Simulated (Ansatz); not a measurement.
Consider the atomization: `[Cl][Al@H-]1[Cl+][Al@@H-]([Cl])[Cl+]1` → 2 Al• + 4 Cl• + 2 H•.

Gas-phase electronic energies from Ansatz, PBE0-D4/def2-TZVP geometries. CCSD(T)/CBS adds triple-zeta CCSD(T) − MP2 to the extrapolated MP2 energy (def2 sets, frozen cores). This one scheme is used for every species, atoms too. Functionals use def2-TZVPP. No spin–orbit coupling; open shells (•) take unrestricted orbitals. Spin–orbit coupling would lower the free atoms: a little for Al, Cl.

(1) What is ΔE at CCSD(T)/CBS? (Best estimate.)

(2) What do these levels give: r2SCAN-D4, r2SCANh-D4, r2SCAN0-D4, revPBE, r2SCAN, PBE0, r2SCANh, r2SCAN0, CAM-B3LYP, LC-ωPBE, MP2/def2-SVP, SCS-MP2/def2-TZVPP? (An estimate is asked.)

(3) What do rigid-rotor, harmonic-oscillator terms from PBE0-D4/def2-TZVP frequencies (298.15 K, 1 bar) make of the CCSD(T)/CBS value? (An estimate is asked.)

Largest T1 diagnostic among the species: 0.018.

Answers

(1) Computed: +2486.9 kJ/mol.

(2) Computed: r2SCAN-D4 2504.2, r2SCANh-D4 2491.6, r2SCAN0-D4 2473.5, revPBE 2324.8, r2SCAN 2496.2, PBE0 2420.9, r2SCANh 2482.7, r2SCAN0 2463.4, CAM-B3LYP 2398.4, LC-ωPBE 2433.7, MP2/def2-SVP 2381.3, SCS-MP2/def2-TZVPP 2434.4 kJ/mol.

(3) The calculation gave: ΔZPE = -57.5 kJ/mol, ΔH = +2451.5 kJ/mol, ΔS = 816 J/(mol·K), ΔG = +2208.1 kJ/mol. Open shells count their whole term as degenerate. Modes under 50 cm⁻¹ make the entropy rough.

From BLYP to BHLYP (50 % exact exchange), in def2-TZVPP and without D4, ΔE moves by +37.8 kJ/mol. Leaving LDA and LC-ωPBE aside and taking each functional with its dispersion term where it has one, the values, not all of them listed here, spread over 152.2 kJ/mol, from BLYP-D4 to B97M-V. LDA lies +307.9 kJ/mol from PBE without D4, its usual overbinding. In def2-TZVPP, CCSD(T) changes the Hartree–Fock value by +468.4 kJ/mol (the triples alone add +42.8 kJ/mol) and MP2 by +554.8 kJ/mol; breaking electron pairs costs correlation energy, which Hartree–Fock lacks.

For atomizations the MP2-based limit and the directly extrapolated one differ by several kJ/mol either way, and by 10 to 25 for some Ge, Se and Sn compounds, so smaller differences from it don't rank the levels.
